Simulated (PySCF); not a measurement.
SMILES F[Si](F)(F)C[Si](Cl)(Cl)Cl, GFN2-xTB optimised geometry.

```
11

F     -2.57    -1.91     0.68
Si    -1.87    -1.05     1.80
F     -2.65     0.34     1.79
F     -2.29    -1.73     3.17
C     -0.02    -0.88     1.59
Si     0.55     0.02     0.00
Cl     2.57     0.02     0.00
Cl    -0.12     1.91     0.00
Cl    -0.12    -0.96    -1.62
H      0.43    -1.88     1.61
H      0.39    -0.35     2.46
```

Density from CAM-B3LYP/def2-TZVP in PySCF at that geometry.

Minimum of the electron density along straight lines between bonded atoms, close to the bond critical point (lines longer than 1.1 times the sum of covalent radii, or with two minima, are not listed):

```tsv
bond	length / Å	ρ at the minimum / e bohr⁻³	∇²ρ there / e bohr⁻⁵	position (fraction from the first atom)
F1–Si2	1.584	0.146	1.04	0.58
Si2–F3	1.583	0.146	1.04	0.42
Si2–F4	1.586	0.146	1.02	0.42
Si2–C5	1.872	?	0.11	0.39
C5–Si6	1.915	0.119	?	0.61
Si6–Cl7	2.021	0.108	?	0.37
Si6–Cl8	2.011	0.110	0.25	0.37
Si6–Cl9	2.011	0.110	0.25	0.37
C5–H10	1.091	0.272	-0.90	0.65
C5–H11	1.091	0.272	-0.90	0.65
```

Problem. What belongs in the gaps?

Solution. 
- Si2–C5, ρ at the minimum / e bohr⁻³: 0.128
- C5–Si6, ∇²ρ there / e bohr⁻⁵: 0.09
- Si6–Cl7, ∇²ρ there / e bohr⁻⁵: 0.23
